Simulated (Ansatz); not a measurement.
One geometry of Al2P2⁻, several levels of theory.

```yaml
crystal:
  periodic: [false, false, false]
  atoms:
    - {symbol: Al, position_ang: [-1.372026, -0.040110, -0.066903]}
    - {symbol: Al, position_ang: [1.371965, 0.040110, 0.066885]}
    - {symbol: P, position_ang: [-0.065995, 1.838560, 0.251793]}
    - {symbol: P, position_ang: [0.066056, -1.838560, -0.251775]}
basis:
  gaussian: {orbitals: def2-TZVPD, initial_orbitals: start.molden}
total_charge: -1
magnetization: {spin_polarized: true, initial_magnetization: 1}
hamiltonian: {xc: {name: B2PLYP}}
scf: {omitted_lower_state_checks: [starts]}
```

The file start.molden holds the orbitals of an earlier run on this structure, at another level or in another basis.

```sh
$ ansatz run in.yaml --threads 2 --pin off --events-out ev --progress --plain --max-ram 4352MiB
```

Shortened log:

```
Functional definition: B2PLYP
1064 factors; integrals over basis functions are off by at most 6.4e-4 eV
mean field evaluation 1: about -31756.3008 eV, gradient 8.1e0 eV
mean field evaluation 2: about -31756.4095 eV, gradient 2.7e-1 eV
mean field evaluation 4: about -31756.5671 eV, gradient 1.2e0 eV
mean field evaluation 8: about -31756.6842 eV, gradient 6.0e-3 eV
mean field -31756.68424026 eV, -1167.0366203760 hartree, gradient 2.7e-6 eV, S^2 1.253814; 0 other end points of the search recorded, 0 dependent functions left out
20 core orbitals not correlated: weight in the atoms' cores, before any rotation towards them, 1.000 or more for the frozen orbitals, at most 0.000 for the correlated occupied ones
reference -31756.68436777 eV, -1167.0366250619 hartree; 9, 8 occupied and 143, 144 virtual orbitals, 1064 factors
second order -14.88057340 eV of doubles, -0.00000000 eV of singles
Total energy: -31760.70212259 eV, -1167.1842748281 hartree
Checks for a lower state left out: starts
```

Hardware: 2 threads of AMD EPYC 7R43 on a shared host. Wall time 23 s.

The first input with `hamiltonian: {xc: pbe, dispersion: d4}`, `output: {forces: true, orbitals: {seedname: orbitals}}` (abridged; 11 s):

```
Functional definition: PBE
mean field -31758.49067134 eV, -1167.1030054934 hartree, gradient 8.0e-6 eV, S^2 0.762343
Total energy: -31758.68727110 eV, -1167.1102304015 hartree
Atom 0 force     0.015347     0.000448     0.000752 eV/Å
Atom 1 force    -0.014926    -0.000437    -0.000724 eV/Å
Atom 2 force    -0.007063     0.190798     0.026116 eV/Å
Atom 3 force     0.006642    -0.190809    -0.026144 eV/Å
Dipole moment:     0.000049     0.000003    -0.000006 e Å
Checks for a lower state left out: starts
```

As the first input, with `hamiltonian: {xc: hf}`, `output: {orbitals: {seedname: orbitals}}` (abridged; 19 s):

```
Functional definition: HF
mean field -31712.02434624 eV, -1165.3953995423 hartree, gradient 1.4e-5 eV, S^2 1.781173
Total energy: -31712.02434624 eV, -1165.3953995423 hartree
Checks for a lower state left out: starts
```

The first input with `hamiltonian: {xc: r2scan, dispersion: d4}`, `output: {orbitals: {seedname: orbitals}}` (abridged; 80 s):

```
Functional definition: r2SCAN
mean field evaluation 16: about -31771.2781 eV, gradient 1.5e-5 eV
mean field -31771.27806552 eV, -1167.5729335622 hartree, gradient 4.6e-6 eV, S^2 0.782141
Total energy: -31771.31531821 eV, -1167.5743025731 hartree
Checks for a lower state left out: starts
```

The first input with `gaussian: {orbitals: "def2-TZVPPD.json", initial_orbitals: start.molden}`, `correlation: {method: ccsd_t}`, `scf: {omitted_lower_state_checks: [starts, cluster_reference]}`, `output: {orbitals: {seedname: orbitals}}` and without the key `hamiltonian` (abridged; 79 s):

```
Functional definition: HF
mean field -31712.03088892 eV, -1165.3956399812 hartree, gradient 4.0e-6 eV, S^2 1.781778
20 core orbitals not correlated: weight in the atoms' cores, before any rotation towards them, 1.000 or more for the frozen orbitals, at most 0.000 for the correlated occupied ones
second order -10.82490916 eV of doubles, -0.00000000 eV of singles
cycle   1  -11.22182248 eV  change   -4.0e-1 eV  update   1.5e-1
cycle   2  -11.70185454 eV  change   -4.8e-1 eV  update   6.2e-2
cycle   3  -11.88865625 eV  change   -1.9e-1 eV  update   5.3e-2
cycle   4  -11.93285341 eV  change   -4.4e-2 eV  update   3.3e-2
cycle   5  -11.96124577 eV  change   -2.8e-2 eV  update   2.1e-2
cycle   6  -11.99599845 eV  change   -3.5e-2 eV  update   1.4e-2
cycle   7  -12.01346125 eV  change   -1.7e-2 eV  update   8.0e-3
cycle   8  -12.02309863 eV  change   -9.6e-3 eV  update   3.6e-3
cycle   9  -12.02325059 eV  change   -1.5e-4 eV  update   1.4e-3
cycle  10  -12.02318404 eV  change    6.7e-5 eV  update   6.4e-4
cycle  11  -12.02369183 eV  change   -5.1e-4 eV  update   3.1e-4
cycle  12  -12.02376244 eV  change   -7.1e-5 eV  update   1.5e-4
cycle  13  -12.02377095 eV  change   -8.5e-6 eV  update   6.7e-5
cycle  14  -12.02376116 eV  change    9.8e-6 eV  update   2.9e-5
cycle  15  -12.02373375 eV  change    2.7e-5 eV  update   1.1e-5
cycle  16  -12.02373857 eV  change   -4.8e-6 eV  update   5.0e-6
perturbative correction -1.05383615 eV, -0.0387277641 hartree
Total energy: -31725.10846363 eV, -1165.8762319876 hartree
Checks for a lower state left out: starts, cluster_reference
```

As the first input, with `hamiltonian: {xc: pbe0, dispersion: d4}`, `output: {orbitals: {seedname: orbitals}}` (abridged; 43 s):

```
Functional definition: PBE0
mean field evaluation 16: about -31760.8464 eV, gradient 2.7e-5 eV
mean field -31760.84635968 eV, -1167.1895754435 hartree, gradient 7.3e-6 eV, S^2 0.860385
Total energy: -31761.01390023 eV, -1167.1957324452 hartree
Checks for a lower state left out: starts
```

Geometry: B3LYP-D4/def2-TZVPD.

Correlated methods freeze 20 core orbitals. At B2PLYP/def2-TZVPD, HF/def2-TZVPD, CCSD(T)/def2-TZVPPD the charge -1 doublet is spin-contaminated (final ⟨S²⟩ up to 1.78, 0.75 for a pure state). At CCSD(T)/def2-TZVPPD T1 of the charge -1 doublet is large (up to 0.074), so the single-reference result is doubtful. Another isomer (doublet) lies 0.24 eV lower at PBE0-D4/def2-TZVPD; other spin states weren't run for this one.
